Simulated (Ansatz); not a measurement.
Predicting a hybrid from its neighbours: C2H9NSi

The species is C2H9NSi (13 atoms), meant as a singlet with charge 0. As SMILES, `CN(C)[SiH3]`. Geometry: relaxed at PBE0-D4/def2-TZVP.

The HOMO–LUMO gap y, in eV, basis 6-31G(d); a is the functional's share of exact exchange. Programs: Ansatz 0.2.0.

| functional | program | a | y (eV) |
| --- | --- | --- | --- |
| r2SCAN | Ansatz | 0 | 5.75 |
| BLYP | Ansatz | 0 | 5.07 |
| B3LYP | Ansatz | 0.2 | ? |
| r2SCAN0 | Ansatz | 0.25 | 7.72 |
| PBE0 | Ansatz | 0.25 | 7.26 |
| BHLYP | Ansatz | 0.5 | 9.45 |

Problem. Fit y = c + s·a to the known rows and predict B3LYP.

Solution. 
1. Means of the 5 rows: a = 0.2000, y = 7.050.
2. Σ(Δa)² = 0.175, Σ(Δa·Δy) = 1.42, so the slope is 1.42/0.175 = 8.1143.
3. Intercept: 7.050 − (8.1143) × 0.2000 = 5.427. The largest residual of the fit is 0.36.
4. B3LYP: 5.427 + (8.1143) × 0.2 = 7.05 eV.

The run gave 6.84 eV, so the prediction is off by +0.21 eV, within the largest residual. Exact exchange lowers occupied levels and raises empty ones. The rows mix families of semi-local functionals, which the line can't see.
